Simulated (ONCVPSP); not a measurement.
# Building the ONCV potential for Cu (LDA (Perdew-Wang 92), scalar-relativistic).

- Element: copper (Cu)
- Generator: ONCVPSP 4.0.1
- Type: optimised norm-conserving Vanderbilt (ONCV)
- Functional: LDA (Perdew-Wang 92)
- Relativity: scalar-relativistic
- Frozen core: [Ne]
- Valence charge: 19
- Reference configuration: 3s2 3p6 3d10 4p1
- Partial waves: 3s: rc 0.65 bohr, ncon 4, nbas 8, qcut 13 1/bohr, 2 projectors, debl 1.5 Ha; 3p+4p: rc 1.25 bohr, ncon 4, nbas 9, qcut 12.2 1/bohr, 2 projectors; 3d: rc 1.50 bohr, ncon 4, nbas 9, qcut 12.5 1/bohr, 3 projectors, debl 2.9 Ha; f scattering state at 0.06 Ha: rc 1.25 bohr, ncon 4, nbas 8, qcut 9.4 1/bohr, 1 projector
- Local potential: polynomial inside 0.45 bohr (lpopt 5, dvloc0 3 Ha)
- Core correction: none

In the s channel the program set the typed energies aside and used -4.272, 0.250 Ha.

All-electron outer shells of the reference configuration (LDA (PZ), scalar-relativistic, ld1.x):

```
shell  level (eV)  outermost node (bohr)  outermost maximum (bohr)
   2p     -918.40                      –                      0.16
   3s     -116.25                   0.29                      0.61
   3p      -74.14                   0.26                      0.62
   3d       -7.40                      –                      0.60
   4p       -1.86                   0.97                      3.22
```

Task: Does the generator finish with these settings?

Result: Yes, a potential is produced and its reference levels are reproduced.

Task: Estimate the cutoffs (Ha) at which the residual kinetic energy of the hardest occupied pseudo-wave falls to 1 and 0.1 mHa per electron.

Result: 78 Ha and 132 Ha.

Task: Does the potential have ghost states?

Result: No bound ghost flagged; GHOST(+) flagged for f at 156.6 eV, s at 351.4 eV.

Task: Which valence shell sets the plane-wave cutoff?

Result: 3s: 78 Ha for 1 mHa per electron, against 53 Ha for 3d.

Its largest configuration-test error is +8.4 meV (3s2 3p6 3d9 4p0). 1 of 4 tests not solved or not reliable.
